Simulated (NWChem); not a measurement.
System: BaO; SMILES [O]=[Ba]

The following NWChem deck was run.

```
start job
memory heap 200 mb stack 900 mb global 1100 mb
geometry units angstroms noautosym nocenter noautoz
  Ba     0.000000     0.000000    -0.236356
  O      0.000000     0.000000     1.812817
end
basis spherical
  * library def2-svpd
end
ecp
  Ba library def2-ecp
end
dft
  xc b3lyp
  iterations 150
end
property
  response 1 0.0
end
task dft property
```

The geometry was optimised at PBE0/def2-SVP. def2 effective core potentials on Ba; no spin-orbit coupling.

Static field.

Task: Predict the main results of this run. (B3LYP/def2-SVPD with def2 effective core potentials on Ba.) Quantities: isotropic polarisability (bohr³); anisotropy (bohr³).

Result: 
```
Quantity                          Result
--------------------------------  ------
isotropic polarisability (bohr³)    49.4
anisotropy (bohr³)                  59.3
```
